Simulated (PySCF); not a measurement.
Several structures and their simulated spectra, in scrambled order.

A. SMILES [SiH2]1[C@@H](C#C/C=N\C)[C@H]1[SiH2]Cl
B. `COC1=C[C@@H](F)[Si@@H](F)O1`
C. SMILES C=C/C=C(/C=C)[SiH2]Cl

Spectrum 1. $^{13}$C{$^{1}$H} NMR (computed): δ 146.6 (CH), 109.8 (C), 79.3 (C), 47.6 (CH3), 5.1 (CH), 3.0 (CH).

Spectrum 2. $^{13}$C{$^{1}$H} NMR (computed): δ 156.5 (CH), 149.9 (CH), 144.6 (C), 143.6 (CH), 131.2 (CH2), 124.8 (CH2).

Spectrum 3. $^{13}$C{$^{1}$H} NMR (computed): δ 171.0 (C), 89.1 (CH), 80.8 (CH), 55.7 (CH3).

Gas phase, one conformer, averaged over atoms made equivalent by symmetry, fast rotation or ring inversion, non-relativistic. Shieldings: GIAO PBE0/pcSseg-1; geometry from GFN2-xTB; PySCF 2.14.0 with density-fitted response routines.

References, each an isolated molecule treated in the same way: $^{13}$C (186.93 ppm) against TMS. Splittings of carbon signals by F and P are missing where no couplings were computed. Shifts are as computed. Against solution values, carbons near 30 ppm lie about +3 ppm off and those near 130 ppm about +5 ppm. Of 1309 compounds with measured shifts, 239 miss one by over three times the rms of a fit or turn the order of signals round; such compounds aren't used in these exercises.

Task: Which spectrum belongs to which compound?

Result: 1–A, 2–C, 3–B.

- Spectrum 1 (A): 6 $^{13}$C signals; δC 79.3 is an alkyne carbon; δC 47.6 is a methyl carbon bonded to N.
- Spectrum 2 (C): 6 $^{13}$C signals; δC 156.5 is an alkene CH; δC 149.9 is an alkene CH.
- Spectrum 3 (B): 4 $^{13}$C signals; δC 171.0 is an alkene carbon bearing oxygen; δC 89.1 is an allylic sp3 CH bonded to F and Si.
